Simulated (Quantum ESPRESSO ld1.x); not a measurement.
Mn+, 24 electrons, occupied as [Ar] 3d6 (not the ground configuration). Method: non-relativistic Kohn-Sham, BLYP, spin-unpolarised, spherical densities, point nucleus; computed with ld1.x of Quantum ESPRESSO 7.5.

Normalised radial functions P(r) = r R(r), r in bohr:

```
   r/bohr * 1s, o 2p (the largest magnitude, 3.61, reaches the edge; | marks zero, & curves that meet)
 0.004801 o               *
 0.006153 o                   *
 0.007884 o                       *
  0.01018 |o                            *
  0.01305 |o                                 *
  0.01672 | o                                      *
  0.02143 |  o                                           *
  0.02746 |   o                                               *
  0.03548 |     o                                                *
  0.04546 |        o                                             *
  0.05826 |           o                                      *
  0.07466 |               o                           *
  0.09567 |                    o            *
   0.1226 |                      *  o
   0.1584 |           *                o
   0.2029 |     *                       o
   0.2601 | *                        o
   0.3332 *                    o
    0.427 *             o
   0.5472 *       o
   0.7069 *  o
   0.9059 *o
    1.161 &
    1.488 &
    1.906 &
    2.443 &
    3.155 &
    4.044 &
    5.182 &
```

1s: eigenvalue -6379.2 eV, 0 radial nodes, <r> = 0.0616 bohr, 90 % of the charge inside 0.110 bohr. 2p: eigenvalue -630.77 eV, 0 radial nodes, <r> = 0.248 bohr, 90 % of the charge inside 0.407 bohr.
